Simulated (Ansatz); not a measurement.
Calculated with Ansatz (gas phase, PBE0-D4/def2-TZVP geometries, no zero-point term in ΔE). CCSD(T)/CBS is the MP2 limit (def2-TZVPP, def2-QZVPP) plus CCSD(T) − MP2 in def2-TZVPP, frozen cores. Functionals use def2-TZVPP. Each species was taken in one conformer, which may not be the lowest.

`CC(C)CCl` + `O[Si](Cl)(Cl)Cl` → `CO[Si](Cl)(Cl)Cl` + `CCCCl`  (substitution at a C–C bond)

(1) Is it downhill or uphill in electronic energy at CCSD(T)/CBS, and by how much? (Best estimate.)

(2) What do these levels give: BLYP-D4, r2SCAN, LC-ωPBE, RPA@PBE/def2-TZVPP, MP2/CBS(def2), CCSD/CBS(def2)? (An estimate is asked.)

(3) What do rigid-rotor, harmonic-oscillator terms from PBE0-D4/def2-TZVP frequencies (298.15 K, 1 bar) make of the CCSD(T)/CBS value? (Estimate.)

Largest T1 diagnostic among the species: 0.010.

Results:

(1) Computed: Uphill: ΔE = +13.7 kcal/mol.

(2) Computed: BLYP-D4 10.5, r2SCAN 12.8, LC-ωPBE 12.9, RPA@PBE/def2-TZVPP 12.1, MP2/CBS(def2) 15.1, CCSD/CBS(def2) 13.4 kcal/mol.

(3) Ansatz gave: ΔZPE = +0.5 kcal/mol, ΔH = +14.4 kcal/mol, ΔS = 10 J/(mol·K), ΔG = +13.7 kcal/mol.

At CCSD(T), def2-SVP lies −2.2 kcal/mol from the extrapolated value and def2-TZVPP −0.3 kcal/mol. From BLYP to BHLYP (50 % exact exchange), in def2-TZVPP and without D4, ΔE moves by +1.1 kcal/mol.
